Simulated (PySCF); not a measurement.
## Electronic absorption of (H2Ga-mu-NH2)2

(H2Ga-mu-NH2)2.
Bonds: Ga1–N4, Ga1–N8, N4–Ga5, Ga5–N8. Hydrogens: H2, H3 on Ga1; H9, H10 on N4; H6, H7 on Ga5; H11, H12 on N8.

Computed with PySCF, TDDFT wB97X-D/def2-SVPD, vertical, gas phase, core orbitals frozen in the response. One conformer (not necessarily the lowest) at the PBE0-D3(BJ)/def2-SVP geometry, without solvent, vibrations or thermal averaging. Relativistic effects, spin–orbit coupling among them, are left out although an element past zinc is present.

Q: Predict the UV-vis stick spectrum at this level.

A: 

```tsv
state	E (eV)	λ (nm)	f	main configurations (H = HOMO, L = LUMO)
S1	6.83	181.7	0.0000	H→L+1 (93%)
S2	7.12	174.2	0.0000	H-1→L+1 (83%), H-2→L+4 (14%)
S3	7.15	173.3	0.0000	H-2→L+1 (82%), H-1→L+4 (15%)
S4	7.28	170.3	0.041	H→L (86%)
S5	7.49	165.5	0.0003	H-2→L (80%)
S6	7.53	164.7	0.254	H-1→L (84%)
S7	8.02	154.5	0.0000	H-1→L+2 (51%), H-2→L+3 (33%)
S8	8.07	153.7	0.035	H-2→L+2 (52%), H-1→L+3 (35%)
S9	8.21	151.0	0.112	H-3→L+1 (45%), H→L+3 (33%), H→L+5 (15%)
S10	8.25	150.4	0.0001	H→L+2 (89%)
S11	8.46	146.6	0.0000	H-3→L (76%), H→L+11 (8%)
S12	8.55	145.1	0.814	H→L+3 (45%), H→L+5 (23%), H-3→L+1 (10%)
S13	8.61	143.9	0.173	H→L+4 (78%), H-4→L+1 (11%)
S14	8.83	140.3	0.0041	H→L+5 (53%), H-3→L+1 (39%)
S15	8.89	139.4	0.0000	H→L+8 (37%), H-2→L+5 (31%)
```

Triplets, Tamm–Dancoff:

```csv
state,E (eV),λ (nm),"main configurations (H = HOMO, L = LUMO)"
T1,6.63,186.9,H→L+1 (90%)
T2,6.87,180.5,"H-1→L+1 (79%), H-2→L+4 (16%)"
T3,6.89,179.9,"H-2→L+1 (77%), H-1→L+4 (16%)"
T4,6.94,178.6,"H→L (73%), H-3→L+1 (9%)"
```

The lowest singlet lies at 6.83 eV (182 nm, vacuum ultraviolet) and is dark (f under 0.0005); its leading configuration is HOMO→LUMO+1 (93%). The most intense listed level is S12 at 8.55 eV (145 nm, f = 0.814), 1.72 eV above S1. Löwdin shares by element: HOMO nitrogen 43%, gallium 27% (atoms not listed hold the other 30%); LUMO gallium 68%, hydrogen 8% or more (atoms not listed hold the other 24%). The listed states span 2.07 eV, and the widest gap between neighbours is 0.50 eV (S6 to S7). Orbital energies (eV): HOMO-3 -11.22, HOMO-2 -10.01, HOMO-1 -9.98, HOMO -9.76, LUMO 1.36, LUMO+1 1.48, LUMO+2 1.93. Weighted by f, the mean energy of these states is 8.30 eV. The window holds the lowest 15 singlets.
